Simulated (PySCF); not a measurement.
C4H6F3P.
Cartesian coordinates in Å at the PBE0-D3(BJ)/def2-SVP level; atoms count from 1:
```
atom  x, y, z in Å
C1    -1.4287   -0.9373    0.9731
C2    -0.9053    0.3121    0.2657
C3    -0.4699    0.0131   -1.1304
P4     1.0075    0.0390   -1.9113
C5     2.1540    0.6004   -0.5010
F6     3.4118    0.6284   -0.9487
F7     1.8661    1.8270   -0.0471
F8     2.1276   -0.2270    0.5526
H9    -0.6258   -1.6819    1.0781
H10   -2.2548   -1.4049    0.4152
H11   -1.7976   -0.6871    1.9788
H12   -1.7118    1.0654    0.2095
H13   -0.0959    0.7638    0.8524
H14   -1.2819   -0.3260   -1.7922
```

Computed with PySCF at PBE0/pcSseg-1 and B3LYP/def2-SVPD, non-relativistic, on one gas-phase PBE0-D3(BJ)/def2-SVP geometry that isn't relaxed in the solvent. The solvent is an IEF-PCM continuum (Bondi radii, 1.10 Å for H, scaled by 1.2). Only the electrostatic response of the medium enters.

Gas phase at PBE0/pcSseg-1: HOMO -7.82 eV, LUMO -2.08 eV, dipole 2.67 D.

Question: What does the continuum do to the energy, the frontier levels and the dipole at PBE0/pcSseg-1 in acetone and acetonitrile?

Answer: 
```json
{"solvent": "acetone", "ε": "20.49", "E(solvent) − E(gas) (kJ/mol)": "-10.63", "polarisation term (kJ/mol)": "-12.26", "distortion of the solute (kJ/mol)": "1.63", "HOMO (eV)": "-7.66", "LUMO (eV)": "-1.92", "dipole (D)": "3.43"}
{"solvent": "acetonitrile", "ε": "35.69", "E(solvent) − E(gas) (kJ/mol)": "-11.01", "polarisation term (kJ/mol)": "-12.76", "distortion of the solute (kJ/mol)": "1.75", "HOMO (eV)": "-7.65", "LUMO (eV)": "-1.91", "dipole (D)": "3.45"}
```

The first energy column is the sum of the next two and covers electrostatics alone. From acetone to acetonitrile the lowering changes by a factor 1.04, Onsager's factor (ε − 1)/(2ε + 1) by 1.03 and ε itself by 1.7.

Question: Which radius a makes the point-dipole formula ΔE = −[(ε − 1)/(2ε + 1)]·μ²/a³ give the value in acetonitrile, with the gas-phase dipole?

Answer: μ = 1.051 au and |ΔE| = 0.00419 Eh give a = 2.66 Å; the farthest nucleus lies 3.60 Å from the centroid of the nuclei, so such a sphere wouldn't even hold the nuclei. The formula assumes a rigid point dipole at the centre of a sphere.

Question: Give the dipole vector in the frame of the coordinates (D, pointing from negative to positive charge), gas and acetonitrile.

Answer: Gas (-2.61, -0.47, 0.31), solvent (-3.39, -0.55, 0.40). Its length changes by +29 % and its direction by less than 1°.

Question: Which Hirshfeld charges (PBE0/pcSseg-1) respond most in acetone (means over atoms taken as equivalent)?

Answer: 
| atoms | environment | gas (e) | solvent (e) | change |
| --- | --- | --- | --- | --- |
| P4 | phosphorus bonded to 2 C | +0.069 | +0.049 | -0.020 |
| H14 | hydrogen on carbon | +0.050 | +0.063 | +0.013 |
| C3 | carbon bonded to C, P and H | -0.070 | -0.060 | +0.010 |
| F6/F7/F8 | fluorine of a CF3 group | -0.094 | -0.099 | -0.005 |
| H12/H13 | methylene hydrogen | +0.039 | +0.042 | +0.003 |
| C2 | chain CH2 carbon | -0.070 | -0.068 | +0.002 |
| H9/H10/H11 | methyl hydrogen | +0.043 | +0.045 | +0.002 |
| C5 | CF3 carbon | +0.204 | +0.203 | -0.001 |
| C1 | methyl carbon | -0.108 | -0.107 | +0.001 |

Gas phase at B3LYP/def2-SVPD: HOMO -7.60 eV, LUMO -2.28 eV, dipole 2.77 D.

Question: What does the continuum do to the energy, the frontier levels and the dipole at B3LYP/def2-SVPD in acetone?

Answer: 
```csv
solvent,ε,E(solvent) − E(gas) (kJ/mol),polarisation term (kJ/mol),distortion of the solute (kJ/mol),HOMO (eV),LUMO (eV),dipole (D)
acetone,20.49,-10.84,-12.77,1.93,-7.40,-2.08,3.60
```

Question: How does the static polarisability (B3LYP/def2-SVPD, frozen core, with the continuum's full static response) change?

Answer: 
| medium | isotropic (au) | principal values (au) | ⟨r²⟩ of the electrons (bohr²) |
| --- | --- | --- | --- |
| gas | 79.5 | 63.4, 73.8, 101.2 | 1205.1 |
| acetone | 108.1 | 87.5, 99.6, 137.1 | 1204.7 |

The isotropic value in acetone is 1.36 times the gas-phase one; no cavity-field correction is applied. ⟨r²⟩ is taken about the centre of nuclear charge.
